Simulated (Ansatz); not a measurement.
Ansatz (a first-principles code) job for F5Nb, SMILES [F][Nb-]([F])([F])([F])[F] (connectivity only; charge and spin as stated), charge -1, multiplicity 2, B3LYP-D3(BJ)/def2-SVPD. 

Ansatz 0.2 input:
```yaml
crystal:
  periodic: [false, false, false]
  atoms:
    - {symbol: Nb, position_ang: [-0.00000000, 0.00000000, 0.12435922]}
    - {symbol: F, position_ang: [0.00000000, 0.00000002, 1.97330299]}
    - {symbol: F, position_ang: [-1.19878155, 0.36862226, -1.48830088]}
    - {symbol: F, position_ang: [0.24484245, 1.80482419, 0.21838669]}
    - {symbol: F, position_ang: [-0.24484245, -1.80482419, 0.21838674]}
    - {symbol: F, position_ang: [1.19878155, -0.36862229, -1.48830088]}
basis:
  gaussian:
    orbitals: def2-SVPD
hamiltonian:
  xc: b3lyp
  dispersion: d3bj
total_charge: -1
magnetization: {spin_polarized: true, initial_magnetization: 1}
relax: {f_tol: 0.002, max_steps: 200}
```

It prints:

```
WARN ansatz: RAYON_NUM_THREADS=2 ignored (pool sized by the plan → 2); use --threads N
Functional definition: B3LYP
integrals: 0.08 GiB planned
1247 factors; their error is unknown
mean field: 0.97 GiB planned
mean field evaluation 1: about -15130.1530 eV, gradient 3.5e1 eV
mean field evaluation 2: about -15074.8005 eV, gradient 1.4e2 eV
mean field evaluation 4: about -15135.0793 eV, gradient 9.2e0 eV
mean field evaluation 8: about -15135.3648 eV, gradient 2.2e-1 eV
mean field evaluation 16: about -15135.4503 eV, gradient 2.2e-3 eV
mean field -15135.45029130 eV, -556.2175390284 hartree, gradient 4.5e-5 eV, S^2 0.751448; 3 other end points of the search recorded, 0 dependent functions left out
the calculation of the forces begins
reference -15135.45057935 eV, -556.2175496142 hartree; 30, 29 occupied and 119, 120 virtual orbitals, 1247 factors
relax step   1: F+E_penalty+E_count = -15135.63218722 eV  Δ(F+E_penalty+E_count) = +0.000e0 eV  max|allowed force component| = 5.913e0 eV/Å  Δτ_max = 0.0000 Å  (62 SCF iters, accepted)
these checks for a lower state are left out or cut short: starts, cluster_reference, orbital_swaps, neighbouring_geometries, increment
integrals: 0.08 GiB planned
1247 factors; their error is unknown
mean field: 0.97 GiB planned
mean field evaluation 32: about -15135.9458 eV, gradient 9.1e-1 eV
mean field -15136.07463770 eV, -556.2404833355 hartree, gradient 1.4e-5 eV, S^2 0.751302; 0 other end points of the search recorded, 0 dependent functions left out
the calculation of the forces begins
reference -15136.07493087 eV, -556.2404941096 hartree; 30, 29 occupied and 119, 120 virtual orbitals, 1247 factors
relax step   2: F+E_penalty+E_count = -15136.25469400 eV  Δ(F+E_penalty+E_count) = -6.225e-1 eV  max|allowed force component| = 1.556e0 eV/Å  Δτ_max = 0.1981 Å  (64 SCF iters, accepted)
these checks for a lower state are left out or cut short: starts, cluster_reference, orbital_swaps, neighbouring_geometries, increment
integrals: 0.08 GiB planned
1247 factors; their error is unknown
mean field: 0.97 GiB planned
mean field -15136.22246208 eV, -556.2459157815 hartree, gradient 2.1e-5 eV, S^2 0.751295; 0 other end points of the search recorded, 0 dependent functions left out
the calculation of the forces begins
reference -15136.22275561 eV, -556.2459265683 hartree; 30, 29 occupied and 119, 120 virtual orbitals, 1247 factors
relax step   3: F+E_penalty+E_count = -15136.40203454 eV  Δ(F+E_penalty+E_count) = -1.473e-1 eV  max|allowed force component| = 4.589e-1 eV/Å  Δτ_max = 0.0868 Å  (55 SCF iters, accepted)
these checks for a lower state are left out or cut short: starts, cluster_reference, orbital_swaps, neighbouring_geometries, increment
integrals: 0.08 GiB planned
1247 factors; their error is unknown
mean field: 0.97 GiB planned
mean field evaluation 64: about -15136.2475 eV, gradient 3.5e-5 eV
mean field -15136.24749558 eV, -556.2468357456 hartree, gradient 2.3e-5 eV, S^2 0.751348; 0 other end points of the search recorded, 0 dependent functions left out
the calculation of the forces begins
reference -15136.24778934 eV, -556.2468465411 hartree; 30, 29 occupied and 119, 120 virtual orbitals, 1247 factors
relax step   4: F+E_penalty+E_count = -15136.42699575 eV  Δ(F+E_penalty+E_count) = -2.496e-2 eV  max|allowed force component| = 5.248e-1 eV/Å  Δτ_max = 0.0794 Å  (59 SCF iters, accepted)
these checks for a lower state are left out or cut short: starts, cluster_reference, orbital_swaps, neighbouring_geometries, increment
integrals: 0.08 GiB planned
1247 factors; their error is unknown
mean field: 0.97 GiB planned
mean field -15136.25878917 eV, -556.2472507771 hartree, gradient 7.6e-6 eV, S^2 0.751356; 0 other end points of the search recorded, 0 dependent functions left out
the calculation of the forces begins
reference -15136.25908303 eV, -556.2472615765 hartree; 30, 29 occupied and 119, 120 virtual orbitals, 1247 factors
relax step   5: F+E_penalty+E_count = -15136.43835070 eV  Δ(F+E_penalty+E_count) = -1.135e-2 eV  max|allowed force component| = 1.054e-1 eV/Å  Δτ_max = 0.0251 Å  (47 SCF iters, accepted)
these checks for a lower state are left out or cut short: starts, cluster_reference, orbital_swaps, neighbouring_geometries, increment
integrals: 0.08 GiB planned
1247 factors; their error is unknown
mean field: 0.97 GiB planned
mean field -15136.26913226 eV, -556.2476308787 hartree, gradient 4.8e-6 eV, S^2 0.751521; 0 other end points of the search recorded, 0 dependent functions left out
the calculation of the forces begins
reference -15136.26942744 eV, -556.2476417266 hartree; 30, 29 occupied and 119, 120 virtual orbitals, 1247 factors
relax step   6: F+E_penalty+E_count = -15136.44855162 eV  Δ(F+E_penalty+E_count) = -1.020e-2 eV  max|allowed force component| = 4.248e-1 eV/Å  Δτ_max = 0.2000 Å  (62 SCF iters, accepted)
these checks for a lower state are left out or cut short: starts, cluster_reference, orbital_swaps, neighbouring_geometries, increment
integrals: 0.08 GiB planned
1247 factors; their error is unknown
mean field: 0.97 GiB planned
mean field evaluation 96: about -15136.2866 eV, gradient 1.5e-5 eV
mean field -15136.28655122 eV, -556.2482710138 hartree, gradient 1.5e-5 eV, S^2 0.751549; 0 other end points of the search recorded, 0 dependent functions left out
the calculation of the forces begins
reference -15136.28684635 eV, -556.2482818597 hartree; 30, 29 occupied and 119, 120 virtual orbitals, 1247 factors
relax step   7: F+E_penalty+E_count = -15136.46590944 eV  Δ(F+E_penalty+E_count) = -1.736e-2 eV  max|allowed force component| = 9.401e-2 eV/Å  Δτ_max = 0.0436 Å  (59 SCF iters, accepted)
these checks for a lower state are left out or cut short: starts, cluster_reference, orbital_swaps, neighbouring_geometries, increment
integrals: 0.08 GiB planned
1247 factors; their error is unknown
mean field: 0.97 GiB planned
mean field -15136.29662473 eV, -556.2486412084 hartree, gradient 1.5e-5 eV, S^2 0.751627; 0 other end points of the search recorded, 0 dependent functions left out
the calculation of the forces begins
reference -15136.29692042 eV, -556.2486520747 hartree; 30, 29 occupied and 119, 120 virtual orbitals, 1247 factors
relax step   8: F+E_penalty+E_count = -15136.47583327 eV  Δ(F+E_penalty+E_count) = -9.924e-3 eV  max|allowed force component| = 1.607e-1 eV/Å  Δτ_max = 0.0781 Å  (65 SCF iters, accepted)
these checks for a lower state are left out or cut short: starts, cluster_reference, orbital_swaps, neighbouring_geometries, increment
integrals: 0.08 GiB planned
1247 factors; their error is unknown
mean field: 0.97 GiB planned
mean field evaluation 128: about -15136.2994 eV, gradient 2.2e-6 eV
mean field -15136.29942216 eV, -556.2487440122 hartree, gradient 2.2e-6 eV, S^2 0.751628; 0 other end points of the search recorded, 0 dependent functions left out
the calculation of the forces begins
reference -15136.29971774 eV, -556.2487548746 hartree; 30, 29 occupied and 119, 120 virtual orbitals, 1247 factors
relax step   9: F+E_penalty+E_count = -15136.47884272 eV  Δ(F+E_penalty+E_count) = -3.009e-3 eV  max|allowed force component| = 4.747e-2 eV/Å  Δτ_max = 0.0362 Å  (61 SCF iters, accepted)
these checks for a lower state are left out or cut short: starts, cluster_reference, orbital_swaps, neighbouring_geometries, increment
integrals: 0.08 GiB planned
1247 factors; their error is unknown
mean field: 0.97 GiB planned
mean field -15136.29972946 eV, -556.2487553051 hartree, gradient 9.6e-6 eV, S^2 0.751627; 0 other end points of the search recorded, 0 dependent functions left out
the calculation of the forces begins
reference -15136.30002504 eV, -556.2487661677 hartree; 30, 29 occupied and 119, 120 virtual orbitals, 1247 factors
relax step  10: F+E_penalty+E_count = -15136.47914927 eV  Δ(F+E_penalty+E_count) = -3.066e-4 eV  max|allowed force component| = 2.355e-2 eV/Å  Δτ_max = 0.0054 Å  (59 SCF iters, accepted)
these checks for a lower state are left out or cut short: starts, cluster_reference, orbital_swaps, neighbouring_geometries, increment
integrals: 0.08 GiB planned
1247 factors; their error is unknown
mean field: 0.97 GiB planned
mean field -15136.29977756 eV, -556.2487570729 hartree, gradient 1.0e-5 eV, S^2 0.751628; 0 other end points of the search recorded, 0 dependent functions left out
the calculation of the forces begins
reference -15136.30007317 eV, -556.2487679362 hartree; 30, 29 occupied and 119, 120 virtual orbitals, 1247 factors
relax step  11: F+E_penalty+E_count = -15136.47918759 eV  Δ(F+E_penalty+E_count) = -3.832e-5 eV  max|allowed force component| = 5.507e-3 eV/Å  Δτ_max = 0.0046 Å  (59 SCF iters, accepted)
these checks for a lower state are left out or cut short: starts, cluster_reference, orbital_swaps, neighbouring_geometries, increment
integrals: 0.08 GiB planned
1247 factors; their error is unknown
mean field: 0.97 GiB planned
mean field evaluation 160: about -15136.2996 eV, gradient 9.1e-6 eV
mean field -15136.29958913 eV, -556.2487501480 hartree, gradient 9.1e-6 eV, S^2 0.751631; 0 other end points of the search recorded, 0 dependent functions left out
the calculation of the forces begins
reference -15136.29988471 eV, -556.2487610104 hartree; 30, 29 occupied and 119, 120 virtual orbitals, 1247 factors
relax step  12: F+E_penalty+E_count = -15136.47898619 eV  Δ(F+E_penalty+E_count) = +2.014e-4 eV  max|allowed force component| = 8.318e-2 eV/Å  Δτ_max = 0.0098 Å  (61 SCF iters, rejected (line search))
these checks for a lower state are left out or cut short: starts, cluster_reference, orbital_swaps, neighbouring_geometries, increment
integrals: 0.08 GiB planned
1247 factors; their error is unknown
mean field: 0.97 GiB planned
mean field -15136.29978056 eV, -556.2487571831 hartree, gradient 1.1e-5 eV, S^2 0.751628; 0 other end points of the search recorded, 0 dependent functions left out
the calculation of the forces begins
reference -15136.30007615 eV, -556.2487680459 hartree; 30, 29 occupied and 119, 120 virtual orbitals, 1247 factors
relax step  13: F+E_penalty+E_count = -15136.47919379 eV  Δ(F+E_penalty+E_count) = -6.193e-6 eV  max|allowed force component| = 1.408e-3 eV/Å  Δτ_max = 0.0019 Å  (49 SCF iters, accepted)
integrals: 0.08 GiB planned
1247 factors; their error is unknown
mean field: 0.97 GiB planned
mean field evaluation 192: about -15136.2998 eV, gradient 7.3e-5 eV
mean field -15136.29978056 eV, -556.2487571831 hartree, gradient 1.1e-5 eV, S^2 0.751628; 5 other end points of the search recorded, 0 dependent functions left out
the calculation of the forces begins
reference -15136.30007615 eV, -556.2487680459 hartree; 30, 29 occupied and 119, 120 virtual orbitals, 1247 factors
Total energy: -15136.47948938 eV, -556.2553613604 hartree
Atom 0 at     0.000000     0.000000    -0.024426 Å, force    -0.000000    -0.000000    -0.001408 eV/Å
Atom 1 at     0.000000     0.000000     1.881849 Å, force    -0.000000     0.000000     0.000995 eV/Å
Atom 2 at    -1.519727     0.301797    -1.171216 Å, force     0.000200    -0.000152     0.000079 eV/Å
Atom 3 at     0.387649     1.954054     0.021422 Å, force     0.000269     0.000913     0.000127 eV/Å
Atom 4 at    -0.387649    -1.954054     0.021422 Å, force    -0.000269    -0.000913     0.000127 eV/Å
Atom 5 at     1.519727    -0.301797    -1.171216 Å, force    -0.000200     0.000152     0.000079 eV/Å
Dipole moment:     0.000000    -0.000000     0.146810 e Å
```

Self-consistency was reached.
